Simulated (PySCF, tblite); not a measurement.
C7H12OSSi.
Atom-mapped SMILES: `[CH2:1]=[C:2]([CH3:3])/[CH:4]=[CH:5]/[Si@H:6]1[O:7][CH2:8][CH2:9][S:10]1` (hydrogens: H11, H12 on C1; H13, H14, H15 on C3; H16 on C4; H17 on C5; H18 on Si6; H19, H20 on C8; H21, H22 on C9)

Structure used (GFN2-xTB), in Å, numbered top down from 1:
```
atom  x, y, z in Å
C1    -3.5155    0.4132    0.0246
C2    -2.5113   -0.4239    0.2907
C3    -2.6863   -1.5890    1.2177
C4    -1.2100   -0.2145   -0.3240
C5    -0.1300   -0.9884   -0.1707
Si6    1.5043   -0.6704   -1.0134
O7     1.5726    0.7731   -1.7720
C8     2.4537    1.7427   -1.2787
C9     3.6658    1.0885   -0.6330
S10    3.0884   -0.2926    0.4049
H11   -4.4922    0.2888    0.4610
H12   -3.3933    1.2509   -0.6413
H13   -3.6967   -1.6120    1.6176
H14   -1.9837   -1.5204    2.0467
H15   -2.4983   -2.5236    0.6909
H16   -1.1398    0.6573   -0.9625
H17   -0.1922   -1.8690    0.4520
H18    1.9216   -1.6872   -1.9720
H19    1.9263    2.3600   -0.5418
H20    2.7610    2.3746   -2.1179
H21    4.2119    1.7838   -0.0005
H22    4.3335    0.6774   -1.3900
```

Method: PBE0/pcSseg-1 in PySCF (dipole) on a GFN2-xTB geometry, gas phase.

Masses are those of the commonest isotopes; rigid-rotor values at the optimised geometry. The values belong to one conformer with, in the numbering `[CH2:1]=[C:2]([CH3:3])/[CH:4]=[CH:5]/[Si@H:6]1[O:7][CH2:8][CH2:9][S:10]1`, C1–C2–C4–C5 -178°, C4–C5–Si6–O7 9°, C5–Si6–O7–C8 113°, Si6–O7–C8–C9 30°, O7–C8–C9–S10 -44°, C8–C9–S10–Si6 34°.

**Question.** Give the principal moments of inertia and the rotational constants in MHz.

**Answer.** Ia = 232.71, Ib = 1113.02, Ic = 1226.32 u·Å²; 505379 MHz·u·Å²/I gives A = 2172, B = 454.1, C = 412.1 MHz.

**Question.** What kind of rotor is it?

**Answer.** A near-prolate asymmetric top. Ray's parameter κ = (2B − A − C)/(A − C) = -0.952; −1 is the prolate and +1 the oblate limit.

**Question.** What does the inertial defect say?

**Answer.** Not planar: Δ = Ic − Ia − Ib = -119.40 u·Å². For a rigid frame Δ = −2 Σ m c², so Σ m c² = 59.70 u·Å² lies off the ab plane: 12.35 from hydrogen and 47.35 from heavier atoms. The atom farthest from that plane is 2.26 Å away.

**Question.** Give the other two planar moments, Paa and Pbb, and the rms extents of the mass along the axes.

**Answer.** Paa = Σ m a² = (Ib + Ic − Ia)/2 = 1053.32 and Pbb = Σ m b² = (Ia + Ic − Ib)/2 = 173.00 u·Å². With the mass M = 172.04 u, the rms extents √(P/M) along a, b and c are 2.47, 1.00, 0.59 Å.

**Question.** List the rotational levels J(Ka,Kc) to J = 5 (MHz).

**Answer.** Above 0(0,0):
J = 1: 1(0,1) 866, 1(1,1) 2584, 1(1,0) 2626
J = 2: 2(0,2) 2598, 2(1,2) 4274, 2(1,1) 4400, 2(2,1) 9553, 2(2,0) 9554
J = 3: 3(0,3) 5193, 3(1,3) 6809, 3(1,2) 7061, 3(2,2) 12152, 3(2,1) 12156, 3(3,1) 20846, 3(3,0) 20846
J = 4: 4(0,4) 8650, 4(1,4) 10189, 4(1,3) 10608, 4(2,3) 15616, 4(2,2) 15627, 4(3,2) 24312, 4(3,1) 24312, 4(4,1) 36481, 4(4,0) 36481
J = 5: 5(0,5) 12966, 5(1,5) 14411, 5(1,4) 15040, 5(2,4) 19945, 5(2,3) 19971, 5(3,3) 28645, 5(3,2) 28645, 5(4,2) 40814, 5(4,1) 40814, 5(5,1) 56460, 5(5,0) 56460
Those of J = 1 are B + C, A + C and A + B.

**Question.** Which types of transition are allowed, and where do some lines up to J = 4 fall?

**Answer.** The dipole components are |μa| = 0.69 D, |μb| = 1.01 D, |μc| = 0.41 D. Intensities carry the squares of the components, which stand as 0.46 : 1.00 : 0.17 (a : b : c). Some lines, for components of 0.1 D or more:

```tsv
type	branch	J(Ka,Kc)	MHz	lower level (cm⁻¹)
c	Q	4(1,4) ← 4(0,4)	1538	0.289
c	Q	1(1,1) ← 1(0,1)	1718	0.029
a	R	2(1,1) ← 1(1,0)	1774	0.088
a	R	3(1,2) ← 2(1,1)	2661	0.147
a	R	4(1,4) ← 3(1,3)	3379	0.227
a	R	4(0,4) ← 3(0,3)	3457	0.173
a	R	4(3,2) ← 3(3,1)	3466	0.695
c	R	3(1,2) ← 2(0,2)	4463	0.087
b	R	4(1,4) ← 3(0,3)	4995	0.173
c	Q	3(2,2) ← 3(1,2)	5091	0.236
b	Q	2(2,0) ← 2(1,1)	5154	0.147
b	Q	2(2,1) ← 2(1,2)	5279	0.143
b	Q	4(2,3) ← 4(1,4)	5427	0.340
b	R	2(2,1) ← 1(1,0)	6927	0.088
c	R	2(2,0) ← 1(1,0)	6928	0.088
b	R	2(2,0) ← 1(1,1)	6970	0.086
c	Q	4(3,2) ← 4(2,2)	8685	0.521
b	Q	4(3,1) ← 4(2,2)	8685	0.521
b	Q	4(3,2) ← 4(2,3)	8696	0.521
b	R	3(3,1) ← 2(2,0)	11292	0.319
b	R	3(3,0) ← 2(2,1)	11292	0.319
b	R	4(3,2) ← 3(2,1)	12156	0.405
b	R	4(3,1) ← 3(2,2)	12160	0.405
b	Q	4(4,1) ← 4(3,2)	12169	0.811
b	R	4(4,1) ← 3(3,0)	15635	0.695
b	R	4(4,0) ← 3(3,1)	15636	0.695
```

Its GFN2-xTB frequencies are all real (lowest 22 cm⁻¹). Constants of a rigid frame at the computed geometry: no zero-point averaging, no centrifugal distortion. A rigid rotor knows nothing of internal rotation, which can split or shift real lines.
